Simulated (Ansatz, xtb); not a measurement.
**C3H6F2O3S: which of two isomers lies lower**

Structure X is `CS(=O)(=O)[C@H](F)OCF`, a singlet and structure Y is `O=S(=O)(O)C[C@H](F)CF`, a singlet. Both are isolated molecules in the gas phase, relaxed with PBE0-D3(BJ)/def2-SVP; each stands in its lowest conformer found.

Quicker runs give these differences E(Y) − E(X): GFN2-xTB −90.5 kJ/mol; HF/STO-3G +80.1 kJ/mol (at GFN2-xTB geometries); r2SCAN-D4/def2-SVP −30.1 kJ/mol (at GFN2-xTB geometries).

Estimate which is lower in electronic energy at CCSD(T)/def2-SVP + ΔMP2/def2-TZVPP, and by roughly how much.

The CCSD(T)/def2-SVP + ΔMP2/def2-TZVPP calculation puts structure Y lower, by 68.0 kJ/mol.

The same difference at several levels:

| level | geometry | E(Y) − E(X) (kJ/mol) | departure from the last row (kJ/mol) | job, with rough time for the two |
| --- | --- | --- | --- | --- |
| GFN2-xTB | GFN2-xTB | −90.5 | −22.5 | optimisation, 0.25 s |
| HF/STO-3G | GFN2-xTB | +80.1 | +148.1 | single point, 0.58 s |
| r2SCAN-D4/def2-SVP | GFN2-xTB | −30.1 | +37.8 | single point, 5.5 s |
| PBE0-D3(BJ)/def2-SVP | PBE0-D3(BJ)/def2-SVP | −36.0 | +32.0 | optimisation, 67 s |
| HF/def2-SVP | PBE0-D3(BJ)/def2-SVP | −30.7 | +37.3 | part of the CCSD(T) run |
| MP2/def2-SVP | PBE0-D3(BJ)/def2-SVP | −49.8 | +18.1 | part of the CCSD(T) run |
| CCSD(T)/def2-SVP | PBE0-D3(BJ)/def2-SVP | −42.1 | +25.9 | single point |
| CCSD(T)/def2-SVP + ΔMP2/def2-TZVPP | PBE0-D3(BJ)/def2-SVP | −68.0 |  | single point, 3.9 min |

As drawn, Y has 1 O–S, 2 C–C, 1 O–H in place of 1 C–S, 2 C–O, 1 C–H.

HF/STO-3G puts the two in the other order. The largest departure from CCSD(T)/def2-SVP + ΔMP2/def2-TZVPP is that of HF/STO-3G, 148.1 kJ/mol. The last row adds to CCSD(T) the change of the MP2 difference between the two basis sets, here −25.9 kJ/mol, a large step that makes the value less sure.

With thermal terms from frequencies at re-optimised GFN2-xTB minima (ideal gas, soft modes damped towards free rotors, one conformer each, 298.15 K, 1 atm): on the last row, ΔE + ΔZPE = −65.3, ΔH = −66.6, ΔG = −63.0 kJ/mol.

The correlated steps freeze 13 core orbitals. Programs: Ansatz 0.2.0, xtb 6.7.1; the last row on 4 threads of Arm Neoverse V1 on a shared host.
